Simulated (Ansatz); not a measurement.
CH6Si3, SMILES `C=[Si]1[SiH2][SiH2]1` (charge 0, multiplicity 1).

Level of theory: PBE/cc-pVTZ // PBE0-D3(BJ)/def2-TZVP run with Ansatz (a program for electronic structure).

Ansatz 0.2 input:
```yaml
crystal:
  periodic: [false, false, false]
  atoms:
    - { symbol: C, position_ang: [2.434855, -0.025958, 0.198799] }
    - { symbol: Si, position_ang: [0.729975, -0.007405, 0.053689] }
    - { symbol: Si, position_ang: [-1.226457, 1.195203, 0.009829] }
    - { symbol: Si, position_ang: [-1.233951, -1.169023, -0.210272] }
    - { symbol: H, position_ang: [3.00756, 0.885048, 0.331347] }
    - { symbol: H, position_ang: [3.002213, -0.949114, 0.161641] }
    - { symbol: H, position_ang: [-1.768723, 1.789665, 1.259451] }
    - { symbol: H, position_ang: [-1.576501, 2.012905, -1.180948] }
    - { symbol: H, position_ang: [-1.588007, -1.750372, -1.531544] }
    - { symbol: H, position_ang: [-1.780965, -1.98095, 0.908009] }
basis:
  gaussian: { orbitals: cc-pVTZ }
hamiltonian:
  xc: pbe
```

Output:

```
Functional definition: PBE
1349 factors; their error is unknown
mean field evaluation 1: about -24739.1854 eV, gradient 7.2e1 eV
mean field evaluation 2: about -24687.9213 eV, gradient 1.2e2 eV
mean field evaluation 4: about -24751.1561 eV, gradient 2.0e1 eV
mean field evaluation 8: about -24752.7255 eV, gradient 2.3e-1 eV
mean field evaluation 16: about -24752.6564 eV, gradient 1.5e-4 eV
mean field -24752.65644990 eV, -909.6433465805 hartree, gradient 3.2e-5 eV, S^2 0.000000; 0 other end points of the search recorded, 0 dependent functions left out
reference -24752.65649388 eV, -909.6433481969 hartree; 27, 27 occupied and 189, 189 virtual orbitals, 1349 factors
Total energy: -24752.65649388 eV, -909.6433481969 hartree
```
